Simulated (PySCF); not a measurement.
Ions at one geometry of HgF2

PySCF 2.14.0, RKS PBE0, Hg def2-SVP with ECP60, F def2-SVP; non-relativistic Hamiltonian with scalar-relativistic core potentials where named; density fitting; no spin-orbit coupling; singlets restricted, open shells unrestricted. The geometry is relaxed for charge 0, singlet, vacuum:

```xyz
3

Hg    0.0000    0.0000    0.3648
F     1.9166    0.0000    0.3641
F    -1.9166    0.0000    0.3641
```

Energies count from the relaxed state; an electron taken off or put on is at rest in vacuum. Charges and spins are Mulliken's.

| state | energy (eV) | spin squared | charge on Hg1 (e) | spin on Hg1 (e) | dipole about the centre of mass (D) |
| --- | --- | --- | --- | --- | --- |
| charge 0, singlet, vacuum | 0.00 | 0.00 | 0.87 | 0.00 | 0.00 |
| charge -1, doublet, vacuum | 0.19 | 0.75 | 0.06 | 0.72 | 0.00 |

Problem. What does the state charge +1, doublet, vacuum give?

Solution. energy (eV) 12.62, spin squared 0.76, charge on Hg1 (e) 1.26, spin on Hg1 (e) 0.07, dipole about the centre of mass (D) 0.00.

With an electron taken off (doublet) the charges change, summed by element, by Hg +0.39 e, F +0.61 e. The vertical ionisation energy is 12.62 eV, against −ε(HOMO) = 9.86 eV of the relaxed state. The level lies 2.8 eV too high, as is usual for semilocal functionals and global hybrids, which keep a self-interaction error.

With an electron put on (doublet) the charges change, summed by element, by Hg -0.82 e, F -0.18 e. The vertical electron affinity is -0.19 eV, against −ε(LUMO) = 2.15 eV of the relaxed state. The basis has no diffuse functions, which an added electron needs. The added electron's level lies above zero.

Open shells may have lower solutions than those found.
